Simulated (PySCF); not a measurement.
**Polarisability and C₆ of Ne²⁺ (neon, charge +2)**

[He] 2s2 2p4, high-spin 3P determinant. Calculation: PySCF 2.14, in aug-cc-pVTZ-DK (5s4p3d2f, 46 functions); scalar relativity by spin-free X2C-1e. Coupled (time-dependent) response in atomic units; α is the mean over directions.

| method | mean α (bohr³) | α xx, yy, zz | C₆ (like pair) | S(−4) |
| --- | --- | --- | --- | --- |
| UHF | 0.8306 | 0.9036, 0.6847, 0.9036 | 1.039 | 0.3538 |
| PBE | 0.8733 | 0.9380, 0.7439, 0.9380 | 1.117 | 0.3851 |
| PBE0 | 0.8527 | 0.9209, 0.7165, 0.9209 | 1.084 | 0.3655 |
| MN15 | 0.8701 | 0.9384, 0.7336, 0.9384 | 1.090 | 0.4156 |
| B3LYP | 0.8578 | 0.9226, 0.7281, 0.9226 | 1.091 | 0.3668 |

S(−4) is the Cauchy moment in α(ω) = α(0) + S(−4) ω² + …

α(iu) at PBE:

```csv
u (hartree),α(iu) (bohr³)
0,0.8733
0.0500,0.8723
0.100,0.8695
0.200,0.8584
0.300,0.8411
0.500,0.7936
0.750,0.7232
1.00,0.6522
1.50,0.5259
2.00,0.4250
3.00,0.2864
5.00,0.1498
```

A single London oscillator, α(iu) = α/(1 + u²/ω²), gives C₆ = (3/4) ω α². Matching the computed C₆ needs ω = 4 × 1.117 / (3 × 0.8733²) = 1.95 hartree.

For an ion, C₆ is the dispersion term alone; charge-induced terms of lower order in 1/R come first.

The components differ because the open shell of this determinant is not spherical; for a pure term their mean is the scalar polarisability.
